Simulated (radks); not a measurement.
Results of a calculation; reference values are marked as such.
Question: Coherent X-ray form factor from a spherical all-electron density. Level of theory: scalar-relativistic Kohn-Sham, Wu-Cohen GGA, spin-unpolarised, spherical densities, point nucleus (a radial shooting solver on a logarithmic mesh with Libxc functionals).

| sin(theta)/lambda (1/angstrom) | f0 (electrons) |
|---|---|
| 0.05 | 41.013 |
| 0.1 | 38.649 |
| 0.15 | 35.861 |
| 0.2 | 33.145 |
| 0.25 | 30.645 |
| 0.3 | 28.393 |
| 0.4 | 24.652 |
| 0.5 | 21.808 |
| 0.6 | 19.581 |
| 0.8 | 16.004 |
| 1 | 12.948 |
| 1.25 | 9.893 |
| 1.5 | 7.834 |
| 2 | 5.806 |

The species is in the configuration that NIST lists as its ground one. Which atom or ion scatters so?

Answer: Neutral molybdenum, [Kr] 4d5 5s1. Extrapolating in s^2 from the first two rows gives f0(0) = 41.8, near the electron count 42; among species with that count, the fall with angle is slower the higher Z, and the table is that of Z = 42; from so few rows the species is fixed only to a neighbour or two.
